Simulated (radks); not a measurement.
All-electron atom: Se III in [Ar] 3d10 4s2 4p2. All-electron calculation, scalar-relativistic Kohn-Sham, BLYP, spin-polarised, spherical densities, finite nucleus; open shells are filled with parallel spins first; Fermi nuclear charge, rms radius 4.14 fm. Program: a radial shooting solver on a logarithmic mesh with Libxc functionals.

Normalised radial functions P(r) = r R(r), r in bohr:

r          3d up  4p down    5s up
0.005393  0.0001   0.0040   0.0353
0.008306  0.0003   0.0087   0.0482
0.01279   0.0012   0.0186   0.0615
0.01971   0.0039   0.0384   0.0700
0.03036   0.0124   0.0748   0.0631
0.04676   0.0379   0.1317   0.0270
0.07203   0.1064   0.1971  -0.0422
0.1109    0.2661   0.2188  -0.1104
0.1723    0.5719   0.1040  -0.0922
0.2653    0.9698  -0.1624   0.0586
0.4087    1.2392  -0.3615   0.1888
0.6296    1.1235  -0.1693   0.0543
0.9697    0.6919   0.3639  -0.2517
1.494     0.2673   0.7568  -0.2777
2.301     0.0532   0.6502   0.1815
3.544     0.0038   0.2703   0.5760
5.459     0.0001   0.0423   0.3860
8.409     0.0000   0.0016   0.0790
12.95     0.0000   0.0000   0.0034

3d up: eigenvalue -75.656 eV, 0 radial nodes, <r> = 0.630 bohr, 90 % of the charge inside 1.05 bohr. 4p down (empty): eigenvalue -24.291 eV, 2 radial nodes at r = 0.208, 0.734 bohr, <r> = 2.01 bohr, 90 % of the charge inside 3.02 bohr. 5s up (empty): eigenvalue -11.584 eV, 4 radial nodes at r = 0.0565, 0.231, 0.682, 2.00 bohr, <r> = 4.09 bohr, 90 % of the charge inside 5.86 bohr.
